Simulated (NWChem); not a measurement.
System: phosphorus nitride (PN); SMILES N#P

Input file for NWChem:

```
start job
memory heap 200 mb stack 900 mb global 1100 mb
geometry units angstroms noautosym nocenter noautoz
  N      0.000000     0.000000     1.004870
  P      0.000000     0.000000    -0.474538
end
basis spherical
  * library def2-svp
end
dft
  xc xpbe96 cpbe96
  iterations 150
end
cosmo
  do_cosmo_smd true
  solvent ether
end
task dft energy
```

Structure relaxed at the PBE0-D3(BJ)/def2-TZVP level. Solvent: diethyl ether.

Level: PBE/def2-SVP with SMD (1 M gas to 1 M solution), gas-phase geometry. Reactions with the solvent are ignored.

Question: Predict the main results of this run. (PBE/def2-SVP, SMD on the gas-phase geometry.) Quantities: solvation free energy (kcal/mol); cavity-dispersion-structure term (kcal/mol); dipole in solution (D).

Answer: 
```yaml
solvation free energy (kcal/mol): -1.1
cavity-dispersion-structure term (kcal/mol): 1.9
dipole in solution (D): 2.98
```
